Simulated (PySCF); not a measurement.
Structure problem from calculated spectra and properties.

Formula: C5H13BFP.

| Property | Result |
| --- | --- |
| Valence photoelectron | vertical ionisation energy: 10.54 eV [ΔSCF wB97X-D/def2-SVPD] |
| Polarisability | 100.5 au [wB97X-D/def2-SVPD] |
| 13C NMR | chemical shifts (computed TMS as zero) by class: 93.1 (1 C), 43.2 (1 C), 33.1 (1 C), 27.4 (1 C), 14.6 (1 C) ppm [GIAO B97-2/pcSseg-1] |
| UV, first state | lowest singlet excitation: 7.69 eV (161 nm, f = 0.024) [TDDFT wB97X-D/def2-SVPD] |
| UV, strongest line | among the 10 lowest singlet transitions: S6 at 8.24 eV (150 nm, f = 0.111) [TDDFT wB97X-D/def2-SVPD] |
| Triplet | lowest triplet excitation (Tamm–Dancoff): 7.09 eV [TDA wB97X-D/def2-SVPD] |
| Rotational structure | rotational constants A, B, C: 2.334, 1.439, 1.059 GHz [PBE0-D3(BJ)/def2-SVP] |
| Dipole | 3.88 D [wB97X-D/def2-SVPD] |
| 1H NMR | chemical shifts (computed TMS as zero) by class: 5.05 (1 H), 4.97 (1 H), 2.53 (1 H), 2.35 (1 H), 2.18 (1 H), 1.61 (1 H), 1.31 (3 H), 1.13 (1 H), 0.85 (3 H) ppm [GIAO B97-2/pcSseg-1] |

Electronic properties: PySCF, gas phase, density fitting. Levels stand in brackets. One conformer (not necessarily the lowest) at the PBE0-D3(BJ)/def2-SVP geometry, without solvent, vibrations or thermal averaging. NMR values are class means; diastereotopic atoms form classes of their own.

Question: What is the compound? Reason from the data.

Answer: Numbering: `[BH3-:1][P@@H+:2]1[CH2:3][C@@H:4]([F:5])[CH2:6][C@@H:7]1[CH3:8]`. 5 carbons fall into 5 classes; from least to most shielded: sp3 C–F carbon [C4] (93.1 ppm), ring CH2 carbon [C6] (43.2 ppm), ring sp3 carbon bound to phosphorus [C3] (33.1 ppm), ring sp3 carbon bound to phosphorus [C7] (27.4 ppm), methyl carbon [C8] (14.6 ppm). Hydrogen classes from least to most shielded: 1 H on an sp3 C–F carbon, C4 (5.05 ppm), 1 H on a phosphorus bonded to B, 2 C and H, P2 (4.97 ppm), 1 H on an sp3 carbon bound to phosphorus, C7 (2.53 ppm), 1 H on an sp3 carbon bound to phosphorus, C3 (2.35 ppm), 1 H on a ring CH2 carbon, C6 (2.18 ppm), 1 H on an sp3 carbon bound to phosphorus, C3 (1.61 ppm), 3 H on a methyl carbon, C8 (1.31 ppm), 1 H on a ring CH2 carbon, C6 (1.13 ppm), 3 H on a four-coordinate boron, B1 (0.85 ppm). The optimised geometry has point group C1 and is an asymmetric top. Structure: `F[C@@H]1C[P@@H+]([BH3-])[C@@H](C)C1`. The assignments are read from this structure; whether some other isomer fits the data as well wasn't checked. The mirror image fits equally.
